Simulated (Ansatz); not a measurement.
Input for Ansatz (a quantum-chemistry and plane-wave program): R-CCSD(T)/aug-cc-pV(T+d)Z on AlH3 (SMILES [AlH3]). Files ending in .json are basis or fitting sets from the Basis Set Exchange.

Ansatz 0.2 input:
```yaml
crystal:
  periodic: [false, false, false]
  atoms:
    - {symbol: Al, position_ang: [-0.32761636, 0.59589039, 1.67060197]}
    - {symbol: H, position_ang: [-0.75494524, -0.86569892, 1.18550596]}
    - {symbol: H, position_ang: [0.92990965, 1.27227927, 0.95262748]}
    - {symbol: H, position_ang: [-1.49152111, 1.56324468, 2.18414292]}
basis:
  gaussian:
    orbitals: aug-cc-pV_T+d_Z.json
magnetization: {spin_polarized: false}
correlation: {method: ccsd_t, electrons: outside_noble_gas}
scf: {lower_state_search: off}
```

Program output:

```
WARN ansatz: RAYON_NUM_THREADS=1 ignored (pool sized by the plan → 1); use --threads N
Functional definition: HF
these checks for a lower state are left out or cut short: stability, starts, cluster_reference, orbital_swaps, neighbouring_geometries, increment
integrals: 0.20 GiB planned
692 factors; integrals over basis functions are off by at most 1.2e-3 eV
mean field: 0.19 GiB planned
mean field evaluation 1: about -6629.2886 eV, gradient 9.3e0 eV
mean field evaluation 2: about -6629.2887 eV, gradient 9.3e0 eV
mean field evaluation 4: about -6629.7492 eV, gradient 4.0e-1 eV
mean field evaluation 8: about -6629.7503 eV, gradient 3.0e-5 eV
mean field -6629.75026339 eV, -243.6388283735 hartree, gradient 2.0e-6 eV, S^2 0.000000; 0 other end points of the search recorded, 0 dependent functions left out
5 core orbitals not correlated
reference -6629.75026339 eV, -243.6388283735 hartree; 3, 3 occupied and 116, 116 virtual orbitals, 692 factors
second order -2.62019496 eV of doubles, -0.00000000 eV of singles
coupled cluster: 0.52 GiB planned
cycle   1  -3.06496144 eV  change   -4.4e-1 eV  update   5.1e-2
cycle   2  -3.25447390 eV  change   -1.9e-1 eV  update   1.9e-2
cycle   3  -3.25789597 eV  change   -3.4e-3 eV  update   3.9e-3
cycle   4  -3.25765242 eV  change    2.4e-4 eV  update   1.4e-3
cycle   5  -3.25749212 eV  change    1.6e-4 eV  update   4.0e-4
cycle   6  -3.25743251 eV  change    6.0e-5 eV  update   1.0e-4
cycle   7  -3.25744900 eV  change   -1.6e-5 eV  update   3.1e-5
cycle   8  -3.25745860 eV  change   -9.6e-6 eV  update   9.4e-6
cycle   9  -3.25745724 eV  change    1.4e-6 eV  update   3.1e-6
perturbative correction -0.04708826 eV, -0.0017304617 hartree
Total energy: -6633.05480890 eV, -243.7602681809 hartree
Checks for a lower state left out: stability, starts, cluster_reference, orbital_swaps, neighbouring_geometries, increment
```

Self-consistency was reached.

Cost: around 3 core-seconds (rough).
